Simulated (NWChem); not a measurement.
System meant: C$_{3}$H$_{4}$F$_{2}$O; SMILES CO/C(F)=C/F

NWChem input:

```
start job
memory heap 200 mb stack 900 mb global 1100 mb
geometry units angstroms noautoz
  C      0.060486     2.229467    -0.194690
  O      0.627389     1.112497     0.471734
  C      0.001084    -0.045464     0.297940
  F     -1.280803    -0.050926     0.652147
  C      0.609659    -1.142751    -0.154587
  F     -0.013884    -2.316054    -0.211784
  H      0.688558     3.094072     0.050907
  H      0.060743     2.073295    -1.286798
  H     -0.968623     2.417507     0.147374
  H      1.654283    -1.137805    -0.466054
end
basis spherical
  C library def2-svp
  O library def2-svp
  F library def2-svp
  H library def2-svp
end
dft
  xc b3lyp
  iterations 4
  mulliken
end
task dft energy
```

End of the output:

```
    Atom       Charge   Shell Charges
 -----------   ------   -------------------------------------------------------
    1 C    6     5.92   1.96  0.58  0.31  1.83  1.11  0.12
    2 O    8     8.09   1.97  0.89  0.56  2.76  1.87  0.03
    3 C    6     5.95   1.96  0.60  0.27  1.84  1.00  0.27
    4 F    9     9.05   1.98  1.01  0.73  3.22  2.10  0.01
    5 C    6     6.01   1.96  0.60  0.31  1.88  1.09  0.17
    6 F    9     9.07   1.98  1.01  0.73  3.23  2.11  0.01
    7 H    1     0.97   0.65  0.26  0.06
    8 H    1     0.99   0.65  0.27  0.06
    9 H    1     0.98   0.65  0.27  0.07
   10 H    1     0.98   0.63  0.27  0.07

 center of mass
 --------------
 x =  -0.06798113 y =  -0.17364557 z =   0.03558104

 moments of inertia (a.u.)
 ------------------
         812.007644023339          -0.000000000000          -0.000000000000
          -0.000000000000         211.255753829265           0.000000000001
          -0.000000000000           0.000000000001         959.734161156139

     Multipole analysis of the density
     ---------------------------------

     L   x y z        total         alpha         beta         nuclear
     -   - - -        -----         -----         ----         -------
     0   0 0 0     -0.000000    -24.000000    -24.000000     48.000000

     1   1 0 0      0.381825      0.190913      0.190913      0.000000
     1   0 1 0      0.897674      0.448837      0.448837     -0.000000
     1   0 0 1     -0.314703     -0.157352     -0.157352      0.000000

     2   2 0 0    -24.553999    -59.802559    -59.802559     95.051119
     2   1 1 0     -0.980497     -0.162478     -0.162478     -0.655540
     2   1 0 1     -0.325636      0.030931      0.030931     -0.387498
     2   0 2 0    -23.737718   -220.906283   -220.906283    418.074847
     2   0 1 1     -1.543926      3.332568      3.332568     -8.209063
     2   0 0 2    -25.116113    -22.513781    -22.513781     19.911449

 ------------------------------------------------------------------------
 dft energy failed                                                                                  0
 ------------------------------------------------------------------------
 ------------------------------------------------------------------------
  current input line :
    26: task dft energy
 ------------------------------------------------------------------------
 ------------------------------------------------------------------------
 This type of error is most commonly associated with calculations not reaching convergence criteria
 ------------------------------------------------------------------------
 For more information see the NWChem manual at https://nwchemgit.github.io

0:dft energy failed:Received an Error in Communication
```

Task: What is wrong, and how is it mended?

Result: Convergence was not reached. Cause: the SCF was allowed too few iterations. This input runs:
```
start job
memory heap 200 mb stack 900 mb global 1100 mb
geometry units angstroms noautoz
  C      0.060486     2.229467    -0.194690
  O      0.627389     1.112497     0.471734
  C      0.001084    -0.045464     0.297940
  F     -1.280803    -0.050926     0.652147
  C      0.609659    -1.142751    -0.154587
  F     -0.013884    -2.316054    -0.211784
  H      0.688558     3.094072     0.050907
  H      0.060743     2.073295    -1.286798
  H     -0.968623     2.417507     0.147374
  H      1.654283    -1.137805    -0.466054
end
basis spherical
  C library def2-svp
  O library def2-svp
  F library def2-svp
  H library def2-svp
end
dft
  xc b3lyp
  iterations 150
  mulliken
end
task dft energy
```
It converges to -391.27997 Ha (B3LYP/def2-SVP).
